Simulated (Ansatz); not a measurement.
`CO[SiH](O)[S][GeH2][OH]`, relaxed with RKS PBE-D4/def2-SVP in Ansatz from a rough embedded geometry. The force threshold is 0.03 eV/Å; the program also tests the step.

Total charge 0; spin multiplicity 1.

Start:

```xyz
15

C    -1.239    0.785    1.797
O    -0.151    1.059    0.938
Si    0.933   -0.307    0.935
O     2.518    0.252    0.293
S     0.159   -1.924   -0.197
Ge   -0.024   -0.692   -2.071
O    -1.314    0.537   -1.846
H    -1.910    1.617    1.736
H    -0.954    0.614    2.775
H    -1.815   -0.115    1.341
H     1.163   -0.722    2.312
H     3.033   -0.570    0.299
H    -0.403   -1.660   -3.282
H     1.286    0.031   -2.383
H    -1.282    1.096   -2.647
```

Task: By how much does the energy fall, and how many steps does the optimiser take? (Best estimate.)

Result: Ansatz gave: 1.02 eV, in 21 steps, 2 of them rejected.

Task: Which bonds change most? (Estimate.)

Result: Ansatz gave: Si3–O4 from 1.800 to 1.669 Å; C1–H9 from 1.034 to 1.113 Å; O2–Si3 from 1.743 to 1.686 Å; Ge6–H13 from 1.596 to 1.545 Å.

Task: Give the relaxed structure. (An estimate is asked.)

Result: The calculation gave: 
```xyz
15

C    -1.443    0.793    1.529
O    -0.169    0.925    0.903
Si    0.977   -0.311    0.949
O     2.314    0.454    0.304
S     0.372   -2.002   -0.229
Ge    0.062   -0.806   -2.148
O    -0.901    0.658   -1.805
H    -1.899    1.800    1.602
H    -1.358    0.373    2.556
H    -2.115    0.139    0.931
H     1.147   -0.784    2.362
H     2.925   -0.146   -0.160
H    -0.785   -1.701   -3.080
H     1.455   -0.459   -2.748
H    -0.581    1.069   -0.966
```
